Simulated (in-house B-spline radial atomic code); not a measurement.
Results of a calculation; reference values are marked as such.
**Stopping and range of 50 keV Ar in InAs**

The pair potential comes from two frozen, spherical free-atom densities (PBE, B-spline radial code, scalar-relativistic past argon): electrostatics plus the change in Thomas-Fermi kinetic and Dirac exchange energy where they overlap, the recipe behind the universal ZBL potential, which averages such potentials (from solid-state densities) over many pairs. It is written V = (Z1 Z2 e²/r) φ(r/a), with e² = 14.3996 eV·Å and a = 0.46850 Å/(Z1^0.23 + Z2^0.23); ZBL's fit is φ = 0.18175 e^(−3.1998x) + 0.50986 e^(−0.94229x) + 0.28022 e^(−0.4029x) + 0.02817 e^(−0.20162x). Where φ falls below 4e-4 it is continued as an exponential.

The target is taken as amorphous, with density 5.68 g/cm³ (NSM archive of the Ioffe Institute); channelling is ignored. Masses: Ar 39.95, In 114.82, As 74.92 u. Nuclear stopping is S_n = 4π a Z1 Z2 e² M1/(M1 + M2) × s_n(ε), with s_n integrated over impact parameters for each pair. Electronic stopping is Lindhard and Scharff's S_e = Z1^(1/6) 8π e² a0 Z1 Z2/(Z1^(2/3) + Z2^(2/3))^(3/2) × v/v0, with a0 = 0.529177 Å and v = v0 at 24.801 keV/u; it misses the oscillations with Z1 seen in experiment, which reach tens of per cent. Compounds add by atom fraction.

```json
{"target atom": "In", "a (Å)": "0.10668", "ε at this energy": "0.3116", "s_n, this pair": "0.3589", "s_n, ZBL potential": "0.3506"}
{"target atom": "As", "a (Å)": "0.11211", "ε at this energy": "0.4274", "s_n, this pair": "0.3638", "s_n, ZBL potential": "0.3477"}
```

What are the atom density and the stopping powers at entry?

N = 5.68 × 0.602214/94.87 = 0.03606 atoms/Å³. For In: S_n = 4395 × 0.3589 = 1577 eV·Å², S_e = 3.0127 × √50000 = 673.7 eV·Å². For As: S_n = 4191 × 0.3638 = 1524 eV·Å², S_e = 2.6035 × √50000 = 582.2 eV·Å². Averaged over the target's atoms (half each) and times N × 10 Å/nm, the ion loses N S_n = 559 eV/nm to recoils and N S_e = 226 eV/nm to electrons; the nuclear share is 71 %.

Along the track:

```json
{"E (keV)": "2.5", "N S_n (eV/nm)": "329", "N S_e (eV/nm)": "50.6"}
{"E (keV)": "7.5", "N S_n (eV/nm)": "452", "N S_e (eV/nm)": "87.7"}
{"E (keV)": "15", "N S_n (eV/nm)": "517", "N S_e (eV/nm)": "124"}
{"E (keV)": "25", "N S_n (eV/nm)": "549", "N S_e (eV/nm)": "160"}
{"E (keV)": "37.5", "N S_n (eV/nm)": "560", "N S_e (eV/nm)": "196"}
{"E (keV)": "50", "N S_n (eV/nm)": "559", "N S_e (eV/nm)": "226"}
```

Estimate the path length and the projected range.

With continuous slowing down the path is the integral of dE/(N (S_n + S_e)). Trapezoids over the table give 72.2 nm, and the stretch below the first row, with stopping taken as √E, adds 2E/(N S) = 13 nm: 85.3 nm in all, against 82.8 nm on a fine grid from 5 eV. Deflections shorten the depth: to first order in the energy passed on, N (S_n + S_e) dR_p/dE = 1 − N S_n (M2/M1) R_p/(2E), summed over the target's atoms, and integrating this on the fine grid gives R_p = 36.7 nm, 0.44 of the path. Lindhard's rule of thumb R/(1 + M2/3M1), with mean M2/M1 = 2.37, gives 46.2 nm; it is meant for M2/M1 below about 2. On the ZBL potential the same equation gives 37.8 nm, and the full integral equation, which keeps hard collisions, 40.7 nm.
